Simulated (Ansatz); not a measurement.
SbCl2, SMILES [Cl][Sb][Cl], multiplicity 2.

Coordinates come from a B3LYP-D3(BJ)/def2-TZVP optimisation. The multiplicity is an assumed one; other spin states were not compared. The isomer is the one that the SMILES or the coordinates give; other isomers of the formula were not compared. The def2 effective core potentials stand for the cores of Sb; spin–orbit coupling is left out.

Two levels are set side by side: PBE/def2-TZVPD (Ansatz, an electronic-structure program) and PBE0/def2-TZVPD (Ansatz). Energy differences of separate SCF runs at the same geometry; the states with an electron removed or added have multiplicity 1 and 1. Differences are taken from unrounded values.

```
quantity                         PBE0   PBE  PBE minus PBE0
-------------------------------  ----  ----  --------------
vertical ionisation energy (eV)  8.51  8.21           -0.30
vertical electron affinity (eV)  1.62  1.53           -0.09
```
